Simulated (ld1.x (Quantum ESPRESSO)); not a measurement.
**Ranking TM potentials for chlorine (Cl)**

All share these settings but for the change named:

- Element: Cl
- Generator: ld1.x (Quantum ESPRESSO) 7.5
- Type: norm-conserving Troullier–Martins (Kleinman–Bylander form)
- Functional: Wu–Cohen
- Relativity: fully relativistic
- Frozen core: [Ne]
- Valence charge: 7
- Reference configuration: 3s2 3p5
- Partial waves: 3s (bound): rc 1.05 bohr; 3p (bound): rc 1.30 bohr; 3d channel at 0.1 Ry: rc 1.35 bohr
- Local potential: the d channel
- Core correction: Bessel-smoothed model core inside 0.85 bohr

Open shells are filled in proportion to 2j + 1 (rel_dist='average').

Cutoff: the first of the cutoffs (Ry, on a coarse ladder) from which the occupation-weighted sum of valence levels, in a spherical-Bessel basis at the reference potential, stays within 10 and 1 mRy of its value at 400 Ry; the density cutoff is not measured.

The base gives 70 Ry.

Of 8 variants that were run, those that failed, showed a ghost or another fault, or gave nearly equal values are left out.

A variant can come out equal or close to the base.

Rank these variants from softest to hardest (loose cutoff).
A. wave 3d channel at 0.1 Ry: rc 1.35 bohr becomes 3d channel at 0.1 Ry: rc 1.82 bohr
B. all radii but the core radius scaled by about 0.97 (s 1.02, p 1.26, d 1.30 bohr)
C. wave 3p (bound): rc 1.30 bohr becomes 3p (bound): rc 0.90 bohr

A (70 Ry), B (80 Ry), C (230 Ry).
